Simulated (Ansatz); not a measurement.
Start from `CN(C)[SiH2]O` and change one atom or group to get `C[N](C)[GeH]`.

Ansatz, PBE0-D4/def2-TZVP geometries, multiplicity 1. Each molecule was computed in one conformer, which needn't be the lowest.

Scalar relativity is left out up to krypton.

```
                                                                                  property  `CN(C)[SiH2]O`
                                                         HOMO energy (PBE/def2-TZVPP) / eV           -5.24
ideal-gas entropy at 298 K and 1 bar (rigid rotor, harmonic PBE0-D4/def2-TZVP) / J/(mol·K)             356
                                                       LUMO energy (B3LYP/def2-TZVPP) / eV            0.29
                                            zero-point energy (PBE0-D4/def2-TZVP) / kJ/mol           299.8
                                                     HOMO energy (ωB97M-V/def2-TZVPP) / eV           -8.87
                                          size of the dipole moment (B3LYP/def2-TZVPP) / D            1.94
```

(1) Give the same properties after the change, and the shifts. (Best estimate.)

Results:

(1) The calculation gave: 
```
                                                                                  property  `C[N](C)[GeH]`  shift
                                                         HOMO energy (PBE/def2-TZVPP) / eV           -5.33  -0.09
ideal-gas entropy at 298 K and 1 bar (rigid rotor, harmonic PBE0-D4/def2-TZVP) / J/(mol·K)             319    -37
                                                       LUMO energy (B3LYP/def2-TZVPP) / eV           -1.79  -2.08
                                            zero-point energy (PBE0-D4/def2-TZVP) / kJ/mol           234.1  -65.7
                                                     HOMO energy (ωB97M-V/def2-TZVPP) / eV           -8.60   0.27
                                          size of the dipole moment (B3LYP/def2-TZVPP) / D            1.65  -0.29
```

With PBE0 the HOMO rises by 0.12 eV and the LUMO falls by 2.18 eV, so the gap narrows by about 2.30 eV. PBE moves the HOMO by -0.09 eV and ωB97M-V by 0.27 eV. The zero-point energy changes by -65.7 kJ/mol with -9 modes. Dipoles are sizes alone; their direction can turn. Modes under 60 cm⁻¹, often nearly free rotors, make the harmonic entropy too high.

B3LYP here is the variant with VWN-RPA as its local correlation; programs differ in this.
